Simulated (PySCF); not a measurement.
## Spin states of GeO

Unrestricted PBE0; PySCF, no relativity, basis sets Ge def2-TZVPPD, O def2-TZVPPD. Outer shells of the fragments: Ge 3d10 4s2 4p2; O 2s2 2p4.

Followed along the bond (rough minima from three points):

| 2Ms+1 | unpaired | ⟨S²⟩ at the start | R at minimum (Å) | Te (eV) |
| --- | --- | --- | --- | --- |
| 1 | none | 0.00 | 1.63 | 0.00 |
| 3 | π ↑↑ | 2.01 | none in the scan | ≤ 3.18 |
| 5 | σ ↑, π ↑↑↑ | 6.01 | none in the scan | ≤ 6.52 |

Solutions found at the starting distance of 1.760 Å, counted from the lowest of them; the search is not exhaustive and high or unbound solutions are not listed, so other states can lie among these:

```csv
2Ms+1,unpaired,term,E (eV),⟨S²⟩,⟨Lz²⟩,μ (D)
1,none,¹Σ⁺,0.00,0.00,0.00,-4.06
3,π ↑↑,mixed,2.88,2.01,2.01,-1.00
3,π ↑↑,mixed,3.19,2.01,2.01,-1.04
1,π ↑↓,mixed,3.26,1.01,2.02,-1.06
3,"σ ↑, π ↑",³Π,3.28,2.01,1.01,-2.70
3,"σ ↑, π ↑",³Π,6.22,2.00,1.02,-0.60
3,σ ↑↑,³Σ⁺,6.31,2.00,0.00,-0.96
5,"σ ↑, π ↑↑↑",⁵Π,6.40,6.01,1.01,-0.45
5,π ↑↑↑↑,⁵Σ⁺,8.24,6.02,0.00,3.15
5,"σ ↑↑, π ↑↑",mixed,9.33,6.01,2.01,0.26
5,"σ ↑↑, π ↑↑",mixed,9.62,6.01,2.01,0.29
```

A term symbol is given only where ⟨S²⟩ and ⟨Lz²⟩ are close to those of a pure state; real π, δ and φ orbitals otherwise mix terms. A positive dipole means Ge(−)O(+).

Counting both spins, an empty level lies below a filled one in some of these solutions, because spin and occupation are held.
